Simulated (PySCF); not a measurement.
# Exercise with solution: oscillator strength and radiative lifetime

Ta(O)(F)2(OMe) (CH3F2O2Ta), SMILES [F][Ta]([F])(=[O])[O]C, multiplicity 1.

Geometry: B3LYP-D3(BJ)/def2-SVP. The multiplicity is an assumed one; no other spin state was optimised. The structure was generated by enumeration; whether it is a known compound was not checked. The def2 effective core potentials stand for the cores of Ta; spin–orbit coupling is left out. Other conformers were not sampled.

TDA-PBE0/def2-SVPD (PySCF) puts the first singlet state with f over 0.02 at 7.17 eV (vertical), with the transition dipole (0.224, -0.299, 0.000) in atomic units.

### Question
Find the oscillator strength, the wavelength and the radiative lifetime that this transition would have in vacuum if emission retraced absorption.

### Answer

|μ|² = 0.1396 au, so |μ| = 0.95 D. ΔE = 7.17/27.211 = 0.2635 hartree. f = (2/3) ΔE |μ|² = 0.025 (the program prints 0.025).
λ = 1239.84/7.17 = 173 nm; ν = 57830 cm⁻¹.
Einstein's coefficient A = 0.6670 ν² f s⁻¹ (ν in cm⁻¹) = 5.5e7 s⁻¹, so τ = 1/A = 18 ns. This state is S7; the lower singlets have f = 0.000, 0.002, 0.002, 0.002, 0.001, 0.000. The figure is the radiative limit of this one transition; relaxation, internal conversion, crossing to triplets and a medium change what is measured.
